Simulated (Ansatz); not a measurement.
`[SiH3][SiH2][SiH2][GeH3]` + `OCS` → `OC[S][GeH3]` + trisilane  (cleavage of the Ge–Si bond)

Calculated with Ansatz (gas phase, PBE0-D4/def2-TZVP geometries, no zero-point term in ΔE). CCSD(T)/CBS is the MP2 limit (def2-TZVPP, def2-QZVPP) plus CCSD(T) − MP2 in def2-TZVPP, frozen cores. DFT in def2-TZVPP. B3LYP here is the variant with VWN-RPA as its local correlation; programs differ in this. For Ge outer-core shells are correlated without core-valence functions, which leaves a few kJ/mol of doubt a bond. Scalar relativity is left out up to krypton. Each species was taken in one conformer, which may not be the lowest.

CCSD(T)/CBS gives -5.8 kcal/mol.

Problem. Another level gave -6.3 kcal/mol. Which?
A. SCS-MP2/def2-TZVPP
B. HF/def2-TZVPP
C. PBE-D4/def2-TZVPP
D. B3LYP-D4/def2-TZVPP

Solution. D. B3LYP-D4 -6.3, PBE-D4 -5.2, HF/def2-TZVPP -8.5, SCS-MP2/def2-TZVPP -7.3 kcal/mol.

Largest T1 diagnostic among the species: 0.013.

In def2-TZVPP, CCSD(T) changes the Hartree–Fock value by +2.6 kcal/mol (the triples alone add −0.1 kcal/mol) and MP2 by +1.5 kcal/mol.
